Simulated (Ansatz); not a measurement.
(BeO)2 ring (Be2O2). The state is a triplet with charge 0. Geometry PBE-D4/def2-TZVP, that of the neutral singlet; atoms count from 1.

```xyz
4

Be    0.135   -0.079   -0.855
O    -0.396   -1.149    0.043
Be   -0.136    0.079    0.855
O     0.396    1.149   -0.043
```

At PBE0-D4/def2-TZVP a singlet of charge 0 lies 3.14 eV below the triplet at the same geometry.

(1) Estimate the Mulliken populations from the PBE0/def2-TZVP orbitals of Ansatz.

(2) Where does the spin sit?

(3) And the Mayer bond orders between bonded heavy atoms (over 0.3)?

Answers

(1) 
```
atom  charge (e)  spin (α − β)
 Be1        0.13          0.43
  O2       -0.13          0.57
 Be3        0.13          0.43
  O4       -0.13          0.57
```
Mulliken values and Mayer orders depend strongly on the basis.

(2) Summed by element: Be 0.86, O 1.14, of 2 unpaired in all. Largest on single atoms: O2 0.57, O4 0.57, Be1 0.43.

(3) Be1–O2 1.00 (1.50 Å); Be1–Be3 0.59 (1.74 Å); Be1–O4 1.00 (1.50 Å); O2–Be3 1.00 (1.50 Å); Be3–O4 1.00 (1.50 Å).
